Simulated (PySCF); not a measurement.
NbCl₅, SMILES [Cl][Nb]([Cl])([Cl])([Cl])[Cl], multiplicity 1.

Geometry: PBE-D3(BJ)/def2-SVP. The spin state was assumed, not searched. The isomer is the one that the SMILES or the coordinates give; other isomers of the formula were not compared. The def2 effective core potentials stand for the cores of Nb; spin–orbit coupling is left out.

Method: PySCF 2.14.0 with TDDFT-ωB97X/def2-SVPD.

Vertical excitations; the highest root listed may be one member of a degenerate set. Gas-phase values at a fixed geometry. State labels are in the subgroup C2v.

```json
[
 {"state": "S1", "symmetry": "B1", "energy (eV)": "3.63", "λ (nm)": "341", "f": "0.000", "main pairs": "HOMO→LUMO 49 %, HOMO−1→LUMO+1 48 %"},
 {"state": "S2", "symmetry": "B1", "energy (eV)": "3.70", "λ (nm)": "335", "f": "0.008", "main pairs": "HOMO−1→LUMO+1, HOMO→LUMO (degenerate set)"},
 {"state": "S3", "symmetry": "A1", "energy (eV)": "3.70", "λ (nm)": "335", "f": "0.008", "main pairs": "HOMO−1→LUMO, HOMO→LUMO+1 (degenerate set)"},
 {"state": "S4", "symmetry": "A2", "energy (eV)": "3.83", "λ (nm)": "324", "f": "0.000", "main pairs": "HOMO−3→LUMO 48 %, HOMO−2→LUMO+1 48 %"},
 {"state": "S5", "symmetry": "A2", "energy (eV)": "3.93", "λ (nm)": "315", "f": "0.000", "main pairs": "HOMO−2→LUMO+1, HOMO−3→LUMO (degenerate set)"},
 {"state": "S6", "symmetry": "B2", "energy (eV)": "3.93", "λ (nm)": "315", "f": "0.000", "main pairs": "HOMO−2→LUMO, HOMO−3→LUMO+1 (degenerate set)"},
 {"state": "S7", "symmetry": "B1", "energy (eV)": "3.94", "λ (nm)": "314", "f": "0.014", "main pairs": "HOMO−4→LUMO (degenerate set)"},
 {"state": "S8", "symmetry": "A1", "energy (eV)": "3.95", "λ (nm)": "314", "f": "0.014", "main pairs": "HOMO−4→LUMO+1 (degenerate set)"},
 {"state": "S9", "symmetry": "A1", "energy (eV)": "4.22", "λ (nm)": "294", "f": "0.000", "main pairs": "HOMO→LUMO+1 47 %, HOMO−1→LUMO 47 %"},
 {"state": "S10", "symmetry": "A2", "energy (eV)": "4.52", "λ (nm)": "275", "f": "0.000", "main pairs": "HOMO→LUMO+2 48 %, HOMO−1→LUMO+3 47 %"},
 {"state": "T1", "symmetry": "A1", "energy (eV)": "3.28", "λ (nm)": "378", "f": "0", "main pairs": "HOMO−1→LUMO 50 %, HOMO→LUMO+1 48 %"},
 {"state": "T2", "symmetry": "B1", "energy (eV)": "3.42", "λ (nm)": "363", "f": "0", "main pairs": "HOMO→LUMO, HOMO−1→LUMO+1, HOMO−4→LUMO (degenerate set)"},
 {"state": "T3", "symmetry": "A1", "energy (eV)": "3.42", "λ (nm)": "363", "f": "0", "main pairs": "HOMO→LUMO+1, HOMO−1→LUMO, HOMO−4→LUMO+1 (degenerate set)"},
 {"state": "T4", "symmetry": "B1", "energy (eV)": "3.64", "λ (nm)": "341", "f": "0", "main pairs": "HOMO−1→LUMO+1 49 %, HOMO→LUMO 49 %"}
]
```
Triplets are in the Tamm–Dancoff approximation, which puts them higher than full response would, so one can lie above its singlet here.
